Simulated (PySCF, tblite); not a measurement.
CH8O2Si4.
Z-matrix (Å and degrees, GFN2-xTB geometry), rows numbered from 1:
```
O 
C   1  1.2081
O   2  1.2844  1  124.82
Si  3  1.7274  2  119.03  1    -0.05
Si  4  2.3672  3  106.21  2    47.66
Si  5  2.3646  4   89.42  3  -103.20
Si  6  2.3650  5   90.51  4    -3.85
H   2  1.1041  1  122.25  3   179.93
H   4  1.4688  3   91.07  2   180.00
H   5  1.4746  4  112.73  3   138.70
H   5  1.4696  4  116.59  3    20.23
H   6  1.4651  5  117.86  4   118.36
H   6  1.4765  5  114.27  4  -120.89
H   7  1.4697  4  116.60  3   -20.24
H   7  1.4746  4  112.73  3  -138.73
```

Theory: wB97X-D/def2-SVPD in PySCF (dipole) on a GFN2-xTB geometry, gas phase.

Take the most abundant isotopes and a rigid rotor. The values belong to one conformer with, in the numbering `[O:1]=[CH:2][O:3][SiH:4]1[SiH2:5][SiH2:6][SiH2:7]1`, O1–C2–O3–Si4 0°, C2–O3–Si4–Si5 48°.

Problem. Give the principal moments of inertia and the rotational constants in GHz.

Solution. Ia = 319.28, Ib = 457.96, Ic = 508.65 u·Å²; 505379 MHz·u·Å²/I gives 1583, 1104 and 993.6 MHz, that is A = 1.5829, B = 1.1035, C = 0.9936 GHz.

Problem. Classify the top.

Solution. An asymmetric top. Ray's parameter κ = (2B − A − C)/(A − C) = -0.627; −1 is the prolate and +1 the oblate limit.

Problem. What does the inertial defect say?

Solution. Not planar: Δ = Ic − Ia − Ib = -268.60 u·Å². For a rigid frame Δ = −2 Σ m c², so Σ m c² = 134.30 u·Å² lies off the ab plane: 17.49 from hydrogen and 116.81 from heavier atoms. The atom farthest from that plane is 2.38 Å away.

Problem. Give the other two planar moments, Paa and Pbb, and the rms extents of the mass along the axes.

Solution. Paa = Σ m a² = (Ib + Ic − Ia)/2 = 323.66 and Pbb = Σ m b² = (Ia + Ic − Ib)/2 = 184.98 u·Å². With the mass M = 163.96 u, the rms extents √(P/M) along a, b and c are 1.41, 1.06, 0.91 Å.

Problem. Which lines would a microwave search look for?

Solution. The dipole components are |μa| = 0.98 D, |μb| = 0.00 D, |μc| = 0.86 D; the mirror of this Cs structure is the ac plane, so μb vanishes by symmetry and there are no b-type lines. Intensities carry the squares of the components, which stand as 1.00 : 0.78 (a : c). Some lines, for components of 0.1 D or more:

| type | branch | J(Ka,Kc) | MHz | lower level (cm⁻¹) |
| --- | --- | --- | --- | --- |
| a | Q | 2(1,1) ← 2(1,2) | 330 | 0.222 |
| c | Q | 2(1,2) ← 2(0,2) | 386 | 0.209 |
| c | Q | 1(1,1) ← 1(0,1) | 479 | 0.070 |
| a | Q | 4(1,3) ← 4(1,4) | 1088 | 0.698 |
| c | Q | 4(2,3) ← 4(1,3) | 1090 | 0.734 |
| c | Q | 3(2,2) ← 3(1,2) | 1285 | 0.448 |
| c | Q | 4(3,2) ← 4(2,2) | 2493 | 0.778 |
| c | R | 1(1,0) ← 0(0,0) | 2686 | 0.000 |
| c | R | 2(2,0) ← 1(1,0) | 5759 | 0.090 |
| c | R | 2(2,1) ← 1(1,1) | 5852 | 0.086 |
| a | R | 3(0,3) ← 2(0,2) | 6226 | 0.209 |
| a | R | 3(1,2) ← 2(1,1) | 6445 | 0.233 |
| c | R | 3(2,1) ← 2(1,1) | 7811 | 0.233 |
| a | R | 4(3,2) ← 3(3,1) | 8418 | 0.580 |
| a | R | 4(3,1) ← 3(3,0) | 8427 | 0.580 |
| a | R | 4(2,2) ← 3(2,1) | 8524 | 0.494 |
| c | R | 3(3,1) ← 2(2,1) | 8973 | 0.281 |
| c | R | 4(3,1) ← 3(2,1) | 11029 | 0.494 |
| c | R | 4(4,0) ← 3(3,0) | 12130 | 0.580 |

Problem. Estimate the classical rotational partition function at 25 K, 298.15 K and 500 K.

Solution. Point group Cs, symmetry number σ = 1; q = (√π/σ)·√((kT/h)³/(ABC)), k/h = 20836.6 MHz/K: 16000 at 25 K, 659000 at 298.15 K, 1430000 at 500 K.

Its GFN2-xTB frequencies are all real (lowest 52 cm⁻¹). No vibrational averaging or centrifugal distortion is included, and the geometry carries the error of its method.
